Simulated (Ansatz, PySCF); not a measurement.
C₂H₆BNO, SMILES NB1CCO1. Atoms are numbered in the order given.

```xyz
11

N      0.0503     1.9147     0.0000
B      0.0424     0.5190     0.0000
C      1.0923    -0.6753     0.0000
C     -0.2288    -1.4640     0.0000
O     -1.0748    -0.2972     0.0000
H      0.8992     2.4597     0.0000
H     -0.8022     2.4587     0.0000
H      1.7146    -0.8057    -0.8965
H      1.7146    -0.8057     0.8965
H     -0.4115    -2.0798    -0.8965
H     -0.4115    -2.0798     0.8965
```

Geometry optimised at PBE0-D3(BJ)/def2-SVP. The structure was generated by enumeration, and PubChem lists no compound with its InChIKey, so it may never have been made. The values are those of a single conformer.

Two levels are set side by side: PBE-D3(BJ)/def2-SVP (Ansatz, a program for electronic structure) and PBE0-D3(BJ)/def2-SVP (Ansatz). Each level has its own optimised geometry; the coordinates shown are those of the second. Frequencies come from the Hessian of PySCF at each geometry. Differences are taken from unrounded values.

| quantity | PBE0-D3(BJ) |
|---|---|
| mean bond length (Å) | 1.252 |
| bond N1–B2 (Å) | 1.396 |
| bond B2–C3 (Å) | 1.590 |
| bond B2–O5 (Å) | 1.384 |
| bond C3–C4 (Å) | 1.539 |
| bond C4–O5 (Å) | 1.441 |
| bond N1–H6 (Å) | 1.009 |
| bond N1–H7 (Å) | 1.011 |
| bond C3–H8 (Å) | 1.099 |
| bond C3–H9 (Å) | 1.099 |
| bond C4–H10 (Å) | 1.103 |
| bond C4–H11 (Å) | 1.103 |
| highest harmonic wavenumber (cm⁻¹) | 3765 |
| mean harmonic wavenumber (cm⁻¹) | 1474 |
| zero-point energy (kcal/mol) | 56.91 |

Task: What does PBE-D3(BJ) give, and how far is it from PBE0-D3(BJ)? (Estimate from the structure and the level; the computed values follow.)

Result: 
```json
[
 {"quantity": "mean bond length (Å)", "PBE-D3(BJ)": "1.262", "PBE-D3(BJ) minus PBE0-D3(BJ)": "0.010"},
 {"quantity": "bond N1–B2 (Å)", "PBE-D3(BJ)": "1.404", "PBE-D3(BJ) minus PBE0-D3(BJ)": "0.008"},
 {"quantity": "bond B2–C3 (Å)", "PBE-D3(BJ)": "1.597", "PBE-D3(BJ) minus PBE0-D3(BJ)": "0.006"},
 {"quantity": "bond B2–O5 (Å)", "PBE-D3(BJ)": "1.397", "PBE-D3(BJ) minus PBE0-D3(BJ)": "0.014"},
 {"quantity": "bond C3–C4 (Å)", "PBE-D3(BJ)": "1.547", "PBE-D3(BJ) minus PBE0-D3(BJ)": "0.009"},
 {"quantity": "bond C4–O5 (Å)", "PBE-D3(BJ)": "1.460", "PBE-D3(BJ) minus PBE0-D3(BJ)": "0.019"},
 {"quantity": "bond N1–H6 (Å)", "PBE-D3(BJ)": "1.017", "PBE-D3(BJ) minus PBE0-D3(BJ)": "0.008"},
 {"quantity": "bond N1–H7 (Å)", "PBE-D3(BJ)": "1.020", "PBE-D3(BJ) minus PBE0-D3(BJ)": "0.009"},
 {"quantity": "bond C3–H8 (Å)", "PBE-D3(BJ)": "1.107", "PBE-D3(BJ) minus PBE0-D3(BJ)": "0.008"},
 {"quantity": "bond C3–H9 (Å)", "PBE-D3(BJ)": "1.107", "PBE-D3(BJ) minus PBE0-D3(BJ)": "0.008"},
 {"quantity": "bond C4–H10 (Å)", "PBE-D3(BJ)": "1.112", "PBE-D3(BJ) minus PBE0-D3(BJ)": "0.009"},
 {"quantity": "bond C4–H11 (Å)", "PBE-D3(BJ)": "1.112", "PBE-D3(BJ) minus PBE0-D3(BJ)": "0.009"},
 {"quantity": "highest harmonic wavenumber (cm⁻¹)", "PBE-D3(BJ)": "3645", "PBE-D3(BJ) minus PBE0-D3(BJ)": "-120"},
 {"quantity": "mean harmonic wavenumber (cm⁻¹)", "PBE-D3(BJ)": "1423", "PBE-D3(BJ) minus PBE0-D3(BJ)": "-52"},
 {"quantity": "zero-point energy (kcal/mol)", "PBE-D3(BJ)": "54.92", "PBE-D3(BJ) minus PBE0-D3(BJ)": "-1.99"}
]
```

Exact exchange shortens and stiffens bonds; PBE has none. Differences between two approximate levels are no errors against the true value.
